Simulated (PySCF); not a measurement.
PySCF input (CCSD(T)/cc-pVDZ):

```python
from pyscf import gto, scf, mp, cc as ccmod

mol = gto.M(
    atom='''
    H    -0.00644574   -0.10946203   -1.95909442
    Si    0.00777314    0.04938620   -0.50151211
    N    -0.01415663   -0.08751590    0.99751557
    H    -0.00328183    0.03066650    1.99765498
    ''',
    basis='cc-pvdz',
    charge=1,
    spin=0,
    verbose=4,
)

mf = scf.RHF(mol)
mf.conv_tol = 1e-10
mf.max_cycle = 100
mf.kernel()
mp2 = mp.MP2(mf, frozen=6).run()
cc = ccmod.CCSD(mf, frozen=6)
cc.max_cycle = 100
cc.kernel()
et = cc.ccsd_t()
print(f'E(CCSD(T)) = {cc.e_tot + et:.9f}')
```

End of the output:

```
Extra cycle  E= -344.176617104017  delta_E= -4.72e-12  |g|= 1.08e-06  |ddm|= 3.33e-06
converged SCF energy = -344.176617104017

******** <class 'pyscf.mp.mp2.RMP2'> ********
nocc = 5, nmo = 36
frozen orbitals 6
E(RMP2) = -344.433928114907  E_corr = -0.257311010890138
E(SCS-RMP2) = -344.431879572573  E_corr = -0.255262468556279
E_corr(same-spin) = -0.0617431667444845
E_corr(oppo-spin) = -0.195567844145653

******** <class 'pyscf.cc.ccsd.CCSD'> ********
CC2 = 0
CCSD nocc = 5, nmo = 36
frozen orbitals 6
max_cycle = 100
direct = 0
conv_tol = 1e-07
conv_tol_normt = 1e-05
diis_space = 6
diis_start_cycle = 0
diis_start_energy_diff = 1e+09
Init t2, MP2 energy = -344.433928120879  E_corr(MP2) -0.257311016862702
Init E_corr(CCSD) = -0.257311016863574
cycle = 1  E_corr(CCSD) = -0.255317925726321  dE = 0.00199309114  norm(t1,t2) = 0.0772197
cycle = 2  E_corr(CCSD) = -0.268432550619796  dE = -0.0131146249  norm(t1,t2) = 0.0324578
cycle = 3  E_corr(CCSD) = -0.268122203293604  dE = 0.000310347326  norm(t1,t2) = 0.0199869
cycle = 4  E_corr(CCSD) = -0.270924246693454  dE = -0.0028020434  norm(t1,t2) = 0.00846389
cycle = 5  E_corr(CCSD) = -0.271131676136477  dE = -0.000207429443  norm(t1,t2) = 0.00169131
cycle = 6  E_corr(CCSD) = -0.27096331137877  dE = 0.000168364758  norm(t1,t2) = 0.00054673
cycle = 7  E_corr(CCSD) = -0.270973284580233  dE = -9.97320146e-06  norm(t1,t2) = 0.000210401
cycle = 8  E_corr(CCSD) = -0.270988538031807  dE = -1.52534516e-05  norm(t1,t2) = 9.09808e-05
cycle = 9  E_corr(CCSD) = -0.270982820015649  dE = 5.71801616e-06  norm(t1,t2) = 4.87286e-05
cycle = 10  E_corr(CCSD) = -0.270982727071015  dE = 9.2944634e-08  norm(t1,t2) = 1.8171e-05
cycle = 11  E_corr(CCSD) = -0.270982014304365  dE = 7.12766649e-07  norm(t1,t2) = 5.93461e-06
cycle = 12  E_corr(CCSD) = -0.270982175122879  dE = -1.60818514e-07  norm(t1,t2) = 2.73097e-06
cycle = 13  E_corr(CCSD) = -0.270982255908976  dE = -8.07860972e-08  norm(t1,t2) = 1.00312e-06
CCSD converged
E(CCSD) = -344.4475993599256  E_corr = -0.2709822559089762
CCSD(T) correction = -0.0120992593568651
E(CCSD(T)) = -344.459698619
```

It need not be the lowest isomer of its formula.
